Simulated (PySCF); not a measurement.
HCl, charge +1, doublet, at a GFN2-xTB geometry (a state made from the parent by changing its charge; the spin is typed, not shown lowest); DF-CAMB3LYP/6-311G** (PySCF).

Input for PySCF:
```python
from pyscf import gto, scf, dft

mol = gto.M(
    atom='''
Cl   -0.000000   -0.000000   -0.073948
H     0.000000    0.000000    1.257119
''',
    basis='6-311g**',
    charge=1,
    spin=1,
    verbose=4,
)

mf = dft.UKS(mol)
mf.xc = 'camb3lyp'
mf = mf.density_fit(auxbasis='def2-universal-jkfit')
mf.kernel()
```

Q: What does PySCF print? Leave out banner, timings and long lists.

A: 
```
PySCF version 2.14.0

[INPUT] verbose = 4
[INPUT] num. atoms = 2
[INPUT] num. electrons = 17
[INPUT] charge = 1
[INPUT] spin (= nelec alpha-beta = 2S) = 1
[INPUT] symmetry False subgroup None
[INPUT] Mole.unit = angstrom
[INPUT] Symbol           X                Y                Z      unit          X                Y                Z       unit  Magmom
[INPUT]  1 Cl     0.000000000000   0.000000000000  -0.073948000000 AA    0.000000000000   0.000000000000  -0.139741467459 Bohr   0.0
[INPUT]  2 H      0.000000000000   0.000000000000   1.257119000000 AA    0.000000000000   0.000000000000   2.375610615987 Bohr   0.0

nuclear repulsion = 6.75849719483692
number of shells = 16
number of NR pGTOs = 56
number of NR cGTOs = 32
basis = 6-311g**
ecp = {}

******** <class 'pyscf.df.df_jk.DFUKS'> ********
method = DFUKS
initial guess = minao
damping factor = 0
level_shift factor = 0
DIIS = <class 'pyscf.scf.diis.CDIIS'>
diis_start_cycle = 1
diis_space = 8
diis_damp = 0
SCF conv_tol = 1e-09
SCF conv_tol_grad = None
SCF max_cycles = 50
direct_scf = False
number electrons alpha = 9  beta = 8
XC library pyscf.dft.libxc version 7.1.2
    S. Lehtola, C. Steigemann, M. J. T. Oliveira, and M. A. L. Marques,  SoftwareX 7, 1–5 (2018)
XC functionals = camb3lyp
    T. Yanai, D. P. Tew, and N. C. Handy,  Chem. Phys. Lett. 393, 51 (2004)
radial grids:
    Treutler-Ahlrichs [JCP 102, 346 (1995); DOI:10.1063/1.469408] (M4) radial grids

becke partition: Becke, JCP 88, 2547 (1988); DOI:10.1063/1.454033
pruning grids: <function nwchem_prune>
grids dens level: 3
symmetrized grids: False
atomic radii adjust function: <function treutler_atomic_radii_adjust>
small_rho_cutoff = 0
Set gradient conv threshold to 3.16228e-05
tot grids = 28688
******** <class 'pyscf.df.df.DF'> ********
auxbasis = def2-universal-jkfit
Create RSH-DF object <pyscf.df.df.DF object> for omega=0.33
******** <class 'pyscf.df.df.DF'> ********
auxbasis = auxmol.basis = def2-universal-jkfit
init E= -460.700354929648

cycle= 1 E= -460.321822127199  delta_E= 0.379  |g|= 0.248  |ddm|= 0.809
cycle= 2 E= -460.354058250794  delta_E= -0.0322  |g|= 0.121  |ddm|= 0.369
cycle= 3 E= -460.358739496902  delta_E= -0.00468  |g|= 0.0105  |ddm|= 0.103
cycle= 4 E= -460.358800085689  delta_E= -6.06e-05  |g|= 0.00299  |ddm|= 0.0122
cycle= 5 E= -460.358806282598  delta_E= -6.2e-06  |g|= 0.00103  |ddm|= 0.004
cycle= 6 E= -460.358807151777  delta_E= -8.69e-07  |g|= 0.000274  |ddm|= 0.00118
cycle= 7 E= -460.358807283124  delta_E= -1.31e-07  |g|= 8.97e-05  |ddm|= 0.00053
cycle= 8 E= -460.358807301956  delta_E= -1.88e-08  |g|= 1.74e-05  |ddm|= 0.000254
cycle= 9 E= -460.358807302554  delta_E= -5.98e-10  |g|= 2.67e-06  |ddm|= 4.95e-05
Extra cycle  E= -460.35880730256  delta_E= -6.65e-12  |g|= 1.2e-06  |ddm|= 3.92e-06
converged SCF energy = -460.35880730256  <S^2> = 0.75253664  2S+1 = 2.002535
```
